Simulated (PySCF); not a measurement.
## Computed spin Hamiltonian

Species: C4H7O2S (doublet state).
SMILES with atom numbers: `[CH2:1]/[CH:2]=[CH:3]/[S:4]([CH3:5])(=[O:6])=[O:7]` (hydrogens: H8, H9 on C1; H10 on C2; H11 on C3; H12, H13, H14 on C5)

Geometry (GFN2-xTB, Å), atoms numbered from 1 in this order:
```xyz
14
C4H7O2S angstrom
C      2.7063   -0.0635   -0.4746
C      1.4259   -0.4754   -0.2220
C      0.5080    0.2143    0.5312
S     -1.1227   -0.4431    0.7412
C     -2.1217    0.5659   -0.3977
O     -1.5634   -0.1707    2.0830
O     -1.1459   -1.8028    0.2742
H      3.3758   -0.6553   -1.0708
H      3.0783    0.8660   -0.0800
H      1.0769   -1.4157   -0.6296
H      0.7133    1.1377    1.0408
H     -2.0620    1.5978   -0.0783
H     -3.1429    0.2101   -0.3432
H     -1.7265    0.4342   -1.3963
```

The hyperfine couplings belong to this conformer and change with its torsions.

Theory: UKS B3LYP, pcH-1 on C H O S, non-relativistic, mean-field spin-orbit, GIAO (PySCF 2.14.0). Geometry: GFN2-xTB, one conformer, isolated molecule. A GFN2-xTB geometry isn't a minimum of the functional, and hyperfine couplings can be far from their values at a DFT geometry. Stability of the SCF solution: not tested. ⟨S²⟩ is 0.775 where a pure state has 0.75.

```json
{
  "g1, g2, g3": "2.00211, 2.00230, 2.00282",
  "g_iso": "2.00241",
  "Form of g": "rhombic: the two nearest values differ by 26 % of g3 − g1",
  "⟨S²⟩": "0.7750 (exact 0.7500)",
  "HOMO–LUMO gap, α and β orbitals": "6.38, 4.49 eV"
}
```

Isotropic coupling and dipolar principal values T1 to T3, in MHz; ρ(0) is the spin density at the nucleus:

| atom | isotope | a_iso | of which spin–orbit | T1 | T2 | T3 | Mulliken spin population | ρ(0) (bohr⁻³) |
| --- | --- | --- | --- | --- | --- | --- | --- | --- |
| C1 | 13C | 54.7 | -0.1 | -51.8 | -50.4 | 102.2 | 0.68 | 0.0487 |
| C2 | 13C | -45.8 | 0.0 | -27.3 | 10.5 | 16.8 | -0.25 | -0.0407 |
| C3 | 13C | 60.8 | -0.1 | -50.8 | -48.0 | 98.8 | 0.62 | 0.0542 |
| S4 | 33S | -9.5 | 0.0 | -1.4 | 0.4 | 1.0 | 0.00 | -0.0277 |
| C5 | 13C | 8.1 | 0.0 | -1.6 | -1.4 | 2.9 | 0.00 | 0.0073 |
| O6 | 17O | -3.0 | 0.0 | -6.1 | 2.8 | 3.3 | 0.01 | 0.0049 |
| O7 | 17O | -1.0 | 0.0 | -3.0 | 1.0 | 2.0 | 0.00 | 0.0017 |
| H8 | 1H | -42.2 | 0.0 | -25.0 | -0.9 | 25.9 | -0.03 | -0.0094 |
| H9 | 1H | -40.2 | 0.0 | -21.8 | -2.1 | 23.9 | -0.03 | -0.0090 |
| H10 | 1H | 12.0 | 0.0 | -5.2 | -1.2 | 6.4 | 0.01 | 0.0027 |
| H11 | 1H | -38.9 | 0.0 | -20.9 | -2.2 | 23.1 | -0.03 | -0.0087 |
| H12 | 1H | 1.1 | 0.0 | -2.2 | -1.4 | 3.6 | 0.00 | 0.0003 |
| H13 | 1H | 18.5 | 0.0 | -1.4 | -0.7 | 2.1 | 0.01 | 0.0041 |
| H14 | 1H | 2.5 | 0.0 | -2.5 | -1.2 | 3.7 | 0.00 | 0.0006 |

The Mulliken spin populations are largest on C1 (+0.68), C3 (+0.62) and C2 (-0.25). The angles at C1 add up to 360.0°, so it is planar; its axial dipolar tensor and the negative couplings of its protons fit spin in a p orbital normal to that plane.

Axes: g3 points within 8° of the C3–S4 bond.

Under fast tumbling the dipolar parts average out, and these isotropic splittings remain: 1 × 1H (H8, I = 1/2, 2 lines) with 1.51 mT, 1 × 1H (H9, I = 1/2, 2 lines) with 1.43 mT, 1 × 1H (H11, I = 1/2, 2 lines) with 1.39 mT, 1 × 1H (H10, I = 1/2, 2 lines) with 0.43 mT and 3 × 1H (H12/H13/H14, I = 1/2, 4 lines) with 0.26 mT.

Class means assume fast exchange of nuclei equivalent by connectivity; if that motion is slow, each nucleus keeps its own coupling. H8 and H9 aren't averaged: C1 is flat or nearly so (angle sum 360°), and its turn about the short C1–C2 bond (1.37 Å) is taken as slow. The three 1H nuclei of mean +7.4 MHz run from 1.1 to 18.5 MHz in the frozen geometry.

The 13C coupling of C3 (60.8 MHz) shows only in satellite lines or after enrichment, since that isotope makes up about 1.07 % of natural carbon.

The 33S coupling of S4 (-9.5 MHz) shows only in satellite lines or after enrichment, since that isotope makes up about 0.76 % of natural sulfur.

On one thread of an Arm Neoverse V1, shared host, this took 66 s of wall time (with the writing of density and orbital grids) and 0.92 GiB of memory at its peak.
